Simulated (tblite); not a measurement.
C6H13, doublet, geometry from GFN2-xTB; tblite with GFN1-xTB.

Input for tblite:
```
$ tblite run mol.xyz --method gfn1 --charge 0 --spin 1 --spin-polarized --json tblite.json --no-restart

# file mol.xyz
19

C     -2.98430396    -0.66041146    -0.04973240
C     -1.58600614    -0.51915247     0.38081968
C     -0.85691671     0.60359329    -0.40073596
C      0.57074552     0.84124676     0.08712427
C      1.52002337    -0.31817981    -0.20726247
C      2.95401446     0.02034191     0.18271071
H     -3.22259204    -1.20158113    -0.94514443
H     -3.76064498    -0.08153014     0.41167488
H     -1.53785710    -0.27248627     1.44434508
H     -1.04629639    -1.45351122     0.20928618
H     -0.84553535     0.34537543    -1.46144559
H     -1.43041506     1.52616864    -0.28778204
H      0.55920612     1.03502542     1.16245642
H      0.95525016     1.73927111    -0.40434564
H      1.48038554    -0.55392746    -1.27334677
H      1.20274833    -1.20545720     0.34319572
H      3.61586505    -0.81709521    -0.02581457
H      3.01601134     0.25037650     1.24428674
H      3.30853527     0.88474228    -0.37490878
```

The log (banner, timings and long lists left out):

```
xTB calculator
 | screened Coulomb repulsion
 | Coulomb electrostatics
 |  * isotropic Klopman-Ohno-Mataga-Nishimoto electrostatics
 |  * onsite third-order electrostatics
 | DFT-D3(BJ) dispersion correction
 | Interactions (1)
 | [1] spin polarization

halogen bonding energy    0.0000000000000E+00 Eh
repulsion energy          2.8631798615177E-01 Eh
dispersion energy        -6.6604816415049E-03 Eh
interaction energy        0.0000000000000E+00 Eh
number of electrons       3.7000000000000E+01 e
integral cutoff           1.9731147476801E+01 bohr

------------------------------------------------------------
  cycle        total energy    energy error   density error
------------------------------------------------------------
      1     -19.63817917188  -1.9917837E+01   4.1008328E-01
      2     -19.64023503263  -2.0558608E-03   2.4718990E-01
      3     -19.64124964825  -1.0146156E-03   1.0943929E-02
      4     -19.64131612229  -6.6474047E-05   6.7668594E-03
      5     -19.64135424972  -3.8127427E-05   8.0300718E-04
      6     -19.64135569272  -1.4430050E-06   2.5551514E-04
      7     -19.64135574689  -5.4162271E-08   9.8493504E-05
      8     -19.64135575671  -9.8212460E-09   2.6462750E-05
      9     -19.64135575742  -7.0819084E-10   8.4747587E-06
------------------------------------------------------------

electronic energy        -1.9921013261927E+01 Eh
total energy             -1.9641355757417E+01 Eh

Post processing:
 | Mayer-Wiberg bond orders

[Info] JSON dump of results written to 'tblite.json'
```
